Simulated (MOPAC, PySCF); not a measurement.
C$_{4}$H$_{4}$, SMILES `C#CC=C`, neutral singlet in the gas phase. 

Cartesian coordinates (Å):
```xyz
8

C      2.0872    -0.3438    -0.1638
C      0.8978    -0.3412     0.0156
C     -0.5033    -0.3741     0.2427
C     -1.3406     0.6159    -0.0705
H      3.1368    -0.3373    -0.3258
H     -0.8887    -1.2787     0.7032
H     -0.9893     1.5301    -0.5302
H     -2.3999     0.5292     0.1288
```
Charge 0, spin multiplicity 1.

All levels are single points at this geometry (B3LYP-D3(BJ)/def2-TZVP); Pople sets use spherical d functions. Orbital energies aren't observables, and empty levels follow the basis.

PM3 in MOPAC gives gap (eV) = 10.27.

**Question.** Estimate the gap (eV) from each of these levels: PBE-D3(BJ)/def2-TZVP in PySCF; TPSSh-D3(BJ)/def2-TZVP in PySCF; B3LYP/6-311+G** in PySCF; HF/3-21G in PySCF; PM7 in MOPAC.

**Answer.** 
```json
[
 {"level": "PBE-D3(BJ)/def2-TZVP in PySCF", "gap (eV)": "4.22"},
 {"level": "TPSSh-D3(BJ)/def2-TZVP in PySCF", "gap (eV)": "5.17"},
 {"level": "B3LYP/6-311+G** in PySCF", "gap (eV)": "5.73"},
 {"level": "HF/3-21G in PySCF", "gap (eV)": "12.71"},
 {"level": "PM7 in MOPAC", "gap (eV)": "10.21"}
]
```
